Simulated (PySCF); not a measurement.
SMILES C=C[Si]([O])(OC)OC, doublet, GFN2-xTB optimised geometry.

```
17

C     -2.03     0.98    -0.01
C     -0.82     0.53     0.00
Si    -0.46    -1.46     0.00
O     -1.35    -1.98    -1.13
O     -0.72    -1.68     1.60
C     -1.99    -1.80     2.15
O      1.17    -1.46     0.00
C      1.93    -1.59    -1.15
H     -2.26     2.04     0.04
H     -2.89     0.33    -0.09
H      0.10     1.08     0.06
H     -2.62    -2.45     1.55
H     -1.88    -2.21     3.15
H     -2.47    -0.81     2.21
H      2.89    -2.04    -0.87
H      2.12    -0.61    -1.60
H      1.44    -2.22    -1.89
```

Density from unrestricted PBE0/def2-SVP (PySCF) at that geometry.

Minimum of the electron density along straight lines between bonded atoms, close to the bond critical point (lines longer than 1.1 times the sum of covalent radii, or with two minima, are not listed):

| bond | length / Å | ρ at the minimum / e bohr⁻³ | ∇²ρ there / e bohr⁻⁵ | position (fraction from the first atom) |
|---|---|---|---|---|
| C1–C2 | 1.298 | 0.359 | -1.01 | 0.50 |
| C2–Si3 | 2.028 | 0.083 | 0.15 | 0.62 |
| Si3–O4 | 1.529 | 0.168 | 1.62 | 0.42 |
| Si3–O5 | 1.632 | 0.129 | 1.06 | 0.41 |
| O5–C6 | 1.388 | 0.263 | -0.25 | 0.67 |
| Si3–O7 | 1.624 | 0.132 | 1.08 | 0.41 |
| O7–C8 | 1.392 | 0.260 | -0.27 | 0.67 |
| C1–H9 | 1.084 | 0.277 | -1.05 | 0.64 |
| C1–H10 | 1.077 | 0.284 | -1.11 | 0.64 |
| C2–H11 | 1.073 | 0.283 | -1.11 | 0.65 |
| C6–H12 | 1.092 | 0.283 | -1.07 | 0.63 |
| C6–H13 | 1.091 | 0.282 | -1.08 | 0.64 |
| C6–H14 | 1.096 | 0.279 | -1.05 | 0.63 |
| C8–H15 | 1.091 | 0.283 | -1.08 | 0.64 |
| C8–H16 | 1.094 | 0.280 | -1.05 | 0.63 |
| C8–H17 | 1.090 | 0.284 | -1.09 | 0.64 |
